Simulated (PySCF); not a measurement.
CH6BGeN, CH5BGeO (calculated)

Computed with PySCF 2.14.0. Calculation on a computer-drawn molecule: optimised geometry and harmonic frequencies of an isolated molecule of the commonest isotopes, restricted reference for singlets and unrestricted otherwise, frozen core in MP2; on germanium a core potential holds 10 electrons, which the energies leave out, and 3d is frozen in MP2 and coupled-cluster steps.

Common to all runs: charge 0; multiplicity 1; method HF; basis cc-pVDZ; basis and core potential on germanium cc-pVDZ-PP ECP10MDF.

(1) CH6BGeN

Start structure:
```xyz
10
CH6BGeN
C      1.0943     0.3667    -1.6937
B     -0.0613    -0.4133    -0.9711
Ge    -1.8408     0.4935    -0.7419
N     -2.9103     1.3346    -1.7132
H      1.7566     0.8242    -1.0425
H      0.7291     1.2180    -2.3880
H      1.7723    -0.3287    -2.3422
H      0.0487    -1.4864    -0.6622
H     -2.5187     0.4434     0.6582
H     -2.6599     1.4696    -2.6796
```

```
rotational constants                          : 10.53, 2.733, 2.202 GHz
total energy                                  : -413.7984 hartree
convergence status largest gradient component : 4.437e-06 hartree/bohr
```

Drawn bonds:
```tsv
atom	other atom	order
1	2	1
2	3	1
3	4	2
1	5	1
1	6	1
1	7	1
2	8	1
3	9	1
4	10	1
```

Optimised structure:
```xyz
10
CH6BGeN
C      1.0057     0.3300    -1.8758
B     -0.0202    -0.3055    -0.8747
Ge    -1.9871     0.3974    -0.6989
N     -2.7778     1.5003    -1.7112
H      1.6856     0.9419    -1.2629
H      0.5777     0.9812    -2.6389
H      1.6349    -0.4276    -2.3519
H      0.3239    -1.1995    -0.1515
H     -2.8441    -0.1235     0.4551
H     -2.1885     1.8270    -2.4656
```

Modes:
```tsv
frequency (cm⁻¹)	reduced mass (dalton)
41.16	1.937
83.25	1.074
127.8	3.537
304.6	3.924
357.2	1.286
513.3	3.403
633.6	1.123
767.1	1.04
837.3	1.105
875	1.374
885.6	1.391
956.9	5.676
991	1.27
1077	2.373
1193	1.538
1430	1.301
1534	1.053
1565	1.072
2238	1.02
2706	1.093
3134	1.051
3213	1.082
3265	1.102
3719	1.075
```

(2) CH5BGeO

Start structure:
```xyz
9
CH5BGeO
C     -0.1630     1.4533    -2.2794
B      0.0938     1.4002    -0.8073
Ge     2.0431     1.4146    -0.0578
O      2.9947     0.3028    -0.4602
H     -1.1811     1.2385    -2.6067
H      0.2927     2.3458    -2.7663
H      0.4600     0.6285    -2.7185
H     -0.8320     1.3119    -0.0096
H      2.5332     2.4259     0.9778
```

```
rotational constants                          : 12.78, 2.495, 2.261 GHz
total energy                                  : -433.6411 hartree
convergence status largest gradient component : 2.861e-05 hartree/bohr
```

Drawn bonds:
```tsv
atom	other atom	order
1	2	1
2	3	1
3	4	2
1	5	1
1	6	1
1	7	1
2	8	1
3	9	1
```

Optimised structure:
```xyz
9
CH5BGeO
C     -0.1598     1.5054    -2.3268
B      0.1514     1.2530    -0.8117
Ge     2.0737     1.4070    -0.0053
O      3.2451     0.2979    -0.2029
H     -1.1903     1.8158    -2.5100
H      0.5274     2.1734    -2.8479
H     -0.0436     0.5122    -2.7914
H     -0.7134     0.8850    -0.0658
H      2.3509     2.6717     0.8338
```

Modes:
```tsv
frequency (cm⁻¹)	reduced mass (dalton)
48.28	2.833
100.3	1.213
180.3	2.873
208.6	2.583
454.2	1.742
541	2.07
588.8	1.165
778.4	1.135
890.5	1.148
923.4	1.627
1038	15.62
1065	2.383
1195	1.604
1430	1.294
1526	1.042
1572	1.078
2173	1.02
2708	1.092
3125	1.054
3223	1.076
3271	1.105
```
